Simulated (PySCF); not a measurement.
Al2(mu-OMe)2(OH)4, C₂H₁₀Al₂O₆, singlet, GFN2-xTB optimised geometry. Atoms within 1.6 Å of the plane z = 0.6 Å (x, y, z in Å): Al1 (1.05, 0.93, 0.00), Al2 (-1.00, -0.89, 0.00), O3 (0.83, -0.89, 0.00), C4 (1.76, -1.94, -0.11), H5 (2.60, -1.63, -0.73), H6 (2.13, -2.23, 0.87), H7 (1.27, -2.81, -0.57), O10 (1.69, 1.57, 1.39), O12 (-0.78, 0.93, 0.00), C13 (-1.71, 1.97, 0.11), H14 (-2.60, 1.62, 0.64), H15 (-1.27, 2.81, 0.66), H16 (-2.01, 2.32, -0.88), O19 (-1.58, -1.31, 1.48), H20 (-2.07, -1.83, 2.10).

Level of theory: PBE0/def2-SVP run with PySCF.

Map of the electrostatic potential (hartree/e), clipped to [-0.08, 0.12] on the plane z = 0.6 Å:

```
|44444444444443333333333333333|
|44444444444444333333333333333|
|44444444444444333332222333333|
|44444444455544433322222223333|
|44444444568865433222222222333|
|44444455699995433211111222233|
|44444557999996443210001122233|
|44444579999996554321000112233|
|44445799999996678874100012223|
|44446999999997899999610012223|
|44446999999999999999920112233|
|34445799999999999999931122233|
|33444566679999999999953222333|
|33334445679999999999953333333|
|33333345799999999999754333333|
|33333334899999999987554433333|
|33333234999999999996554443333|
|33332223899999999999865444333|
|33322222699999989999985444443|
|33322212389999867999996444444|
|33332221235787657999998544444|
|33332222223455556899997544444|
|33333222222334445579986544444|
|33333322222333444455555444444|
|33333333233333444444444444444|
|33333333333333344444444444444|
|33333333333333344444444444444|
|33333333333333334444444444444|
|33333333333333334444444444444|
```
Scale: ten equal steps from -0.076 (start of '0') to 0.120 (end of '9'), in the order '0123456789'; x runs from -5.00 to 5.00, y from -5.00 (bottom) to 5.00 (top).
